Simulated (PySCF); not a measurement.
How methods differ on the ionisation energy of Se

Se [Ar] 3d10 4s2 4p4 (3P) → Se⁺ [Ar] 3d10 4s2 4p3 (4S), as a difference of total energies. Computed with PySCF 2.14 in cc-pVDZ-DK, with scalar relativity by spin-free X2C-1e. Correlated levels: valence: [Ar] 3d10 frozen. The calculations carry no spin-orbit coupling.

```
           method  ionisation energy (eV)  error (eV)
              UHF                   8.504      -1.131
             BP86                   9.781      +0.146
              PBE                   9.561      -0.074
    MP2 (valence)                   8.907      -0.728
SCS-MP2 (valence)                   8.927      -0.708
   CCSD (valence)                   8.927      -0.708
CCSD(T) (valence)                   8.933      -0.702
```

Reference: 9.635 eV (measured; NIST levels, between the centres of gravity of the two terms).

Errors of the correlated levels include the incompleteness of this basis and the frozen core.
